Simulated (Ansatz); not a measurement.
Input file for ClH$_{3}$MgOSi, SMILES `[SiH3][O][Mg][Cl]`:

```yaml
crystal:
  periodic: [false, false, false]
  atoms:
    - {symbol: Si, position_ang: [0.206990, 1.253818, 0.051212]}
    - {symbol: O, position_ang: [-0.042921, -0.339766, -0.021928]}
    - {symbol: Mg, position_ang: [-0.318662, -2.096521, -0.102066]}
    - {symbol: Cl, position_ang: [-0.655019, -4.239451, -0.199791]}
    - {symbol: H, position_ang: [-0.588321, 1.971228, -0.987032]}
    - {symbol: H, position_ang: [-0.186020, 1.799358, 1.382779]}
    - {symbol: H, position_ang: [1.645052, 1.583434, -0.168974]}
basis:
  gaussian: {orbitals: def2-SVP}
correlation: {method: ccsd_t}
```

```sh
$ ansatz run in.yaml --threads 2 --pin off --events-out ev --progress --plain
```

The program prints (abridged):

```
Functional definition: HF
752 factors; integrals over basis functions are off by at most 1.2e-3 eV
mean field evaluation 1: about -27873.4687 eV, gradient 4.0e1 eV
mean field evaluation 2: about -27873.5178 eV, gradient 4.0e1 eV
mean field evaluation 4: about -27877.0115 eV, gradient 2.7e0 eV
mean field evaluation 8: about -27877.0555 eV, gradient 2.0e-1 eV
mean field -27877.05584650 eV, -1024.4629066118 hartree, gradient 2.7e-6 eV, S^2 0.000000; 0 other end points of the search recorded, 0 dependent functions left out
12 core orbitals not correlated: weight in the atoms' cores, before any rotation towards them, 1.000 or more for the frozen orbitals, at most 0.000 for the correlated occupied ones
reference -27877.05584650 eV, -1024.4629066118 hartree; 15, 15 occupied and 56, 56 virtual orbitals, 752 factors
second order -12.21950555 eV of doubles, -0.00000000 eV of singles
cycle   1  -12.77104104 eV  change   -5.5e-1 eV  update   8.8e-2
cycle   2  -13.09758020 eV  change   -3.3e-1 eV  update   2.6e-2
cycle   3  -13.19020536 eV  change   -9.3e-2 eV  update   1.4e-2
cycle   4  -13.18618503 eV  change    4.0e-3 eV  update   3.1e-3
cycle   5  -13.18495663 eV  change    1.2e-3 eV  update   1.2e-3
cycle   6  -13.18502595 eV  change   -6.9e-5 eV  update   3.1e-4
cycle   7  -13.18488600 eV  change    1.4e-4 eV  update   1.2e-4
cycle   8  -13.18486778 eV  change    1.8e-5 eV  update   3.5e-5
perturbative correction -0.26030169 eV, -0.0095659108 hartree
Total energy: -27890.50101597 eV, -1024.9570074764 hartree
```

Hardware: 2 threads of a server CPU on a shared host. Wall time 4.9 s, peak host memory 0.25 GiB.

The correlation energy is -13.445 eV, 1.9 % of it from (T); the T1 diagnostic reads 0.0107.
